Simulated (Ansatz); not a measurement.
`B[N]1[CH2][AlH]1` + `O=[CH][GeH3]` → `[BH2][GeH2][CH]=O` + `[CH2]1[NH][AlH]1` at 600 K and 1 bar (formal exchange of groups at a B–N bond).

Computed with Ansatz on PBE0-D4/def2-TZVP structures; ΔE is electronic, products minus reactants. CCSD(T)/CBS adds triple-zeta CCSD(T) − MP2 to the extrapolated MP2 energy (def2 sets, frozen cores). For Ge outer-core shells are correlated without core-valence functions, which leaves a few kJ/mol of doubt a bond. Scalar relativity is left out up to krypton. One conformer a species, not always the lowest.

```json
{"species": "`B[N]1[CH2][AlH]1`", "CCSD(T)/CBS energy (Eh)": "-362.54602", "H − E (kJ/mol)": "207.1", "S (J/(mol·K))": "379.8"}
{"species": "`O=[CH][GeH3]`", "CCSD(T)/CBS energy (Eh)": "-2191.69659", "H − E (kJ/mol)": "149.8", "S (J/(mol·K))": "365.0"}
{"species": "`[BH2][GeH2][CH]=O`", "CCSD(T)/CBS energy (Eh)": "-2217.06538", "H − E (kJ/mol)": "197.4", "S (J/(mol·K))": "431.5"}
{"species": "`[CH2]1[NH][AlH]1`", "CCSD(T)/CBS energy (Eh)": "-337.12157", "H − E (kJ/mol)": "164.8", "S (J/(mol·K))": "328.5"}
```

H − E and S are ideal-gas, rigid-rotor, harmonic terms from PBE0-D4/def2-TZVP, for one conformer and one mirror image of each species. 1 Eh = 2625.50 kJ/mol, R = 8.31446 J/(mol·K).

Question: By hand: ΔE, ΔH, ΔS and ΔG.

Answer: ΔE = (-2217.06538) + (-337.12157) − (-362.54602) − (-2191.69659) = 0.05566 Eh = 146.1 kJ/mol. Δ(H − E) = 197.4 + 164.8 − 207.1 − 149.8 = 5.3, so ΔH = 151.4 kJ/mol. ΔS = 431.5 + 328.5 − 379.8 − 365.0 = 15.2 J/(mol·K). ΔG = 151.4 − 600 × (15.2)/1000 = 142.3 kJ/mol.

Question: By hand: the equilibrium constant, and the temperature at which ΔG would vanish if ΔH and ΔS stayed fixed.

Answer: log₁₀ K = −ΔG/(RT ln 10) = -12.4. ΔG = 0 at ΔH/ΔS = 9961 K, far beyond where these terms or the molecules hold.

ΔH outweighs TΔS. A doubt of 5 kJ/mol in ΔE shifts log₁₀ K by 0.4 here. Other conformers and mirror images would add mixing entropy, several J/(mol·K) or more a flexible species. Modes under 60 cm⁻¹, often nearly free rotors, make the harmonic entropy too high. These are equilibria of isolated gas molecules and say nothing of rates. Largest T1 diagnostic: 0.016 (customary marks: 0.02 for closed shells, 0.045 for open ones).
